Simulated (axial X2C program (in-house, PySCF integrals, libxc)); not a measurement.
**Worked dissociation energy of SrF: CCSD(T), spin-free**

Calculated with an in-house all-electron X2C program for linear molecules (integrals from PySCF). Spin-free means the one-electron spin-free X2C Hamiltonian. Basis: Sr dyall-cv3z [13s12p8d5f1g], F dyall-av3z [7s6p3d2f] (cores contracted in-house); Gaussian nuclei, density fitting, unrestricted open shells. Masses: Sr 87.906 u, F 18.998 u.

Molecular state: M_S = 1/2, Λ = 0 (beyond evenly filled blocks: σα).

Correlated methods: 9 electrons correlated (number of frozen shells: Sr 4 s, 3 p, 1 d; F 1 s), 261 virtual spin orbitals or spinors in MP2, 90 natural virtuals in coupled cluster.

- E(Sr) (2M_S = 0, M_L = 0): -3177.380928 hartree
- E(F) (2M_S = 1, M_L = 0): -99.730538 hartree
- E(SrF) at Re: -3277.312472 hartree
- ωe: 474.5 cm⁻¹
- ωexe: 2.04 cm⁻¹

**Question.** Work out De and D0.

**Answer.** De = -3177.380928 + (-99.730538) − (-3277.312472) = 0.20101 hartree = 5.470 eV. The zero-point energy is ωe/2 − ωexe/4 = 237 cm⁻¹ = 0.029 eV, so D0 = 5.440 eV.

One determinant describes the state; a PBE0 search over occupations chose it and may have missed a lower one. Dissociation energies refer to the lowest single-determinant-based atoms at the same level and basis. Coupled cluster ran in a truncated set of natural virtual spinors; the MP2 energy of the rest was added. (T) has no such correction and the atoms are truncated less, which lowers De at CCSD(T) by a hundredth of an eV or more. The outer-core s and p shells of the metal are frozen in the correlated rows, which leaves out core–valence correlation; for alkali and alkaline-earth bonds that tends to lengthen them. With the outer-core shells frozen, correlated bond lengths of heavy atoms tend to come out a few hundredths of an ångström too long.

Each atomic determinant is the lowest at this level and need not be a pure term. Totals compare only within one Hamiltonian and basis.
